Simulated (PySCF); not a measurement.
# Electron correlation in V (vanadium, neutral)

[Ar] 3d3 4s2, high-spin 4F determinant. Calculation: PySCF 2.14, in cc-pVTZ (7s6p4d2f1g, 68 functions); no relativity, point nucleus. Frozen: [Ar]; 5 electrons correlated.

MP2 pair energies summed by pair of shells (mhartree):

```csv
pair,energy,share (%)
4s-4s,-20.88,35.7
3d-3d,-18.96,32.4
3d-4s,-18.61,31.8
```

Total MP2 correlation energy: -58.45 mhartree.

Same-spin part -26.92 and opposite-spin part -31.53 mhartree; SCS-MP2 scales them by 1/3 and 6/5 to -46.81 mhartree.
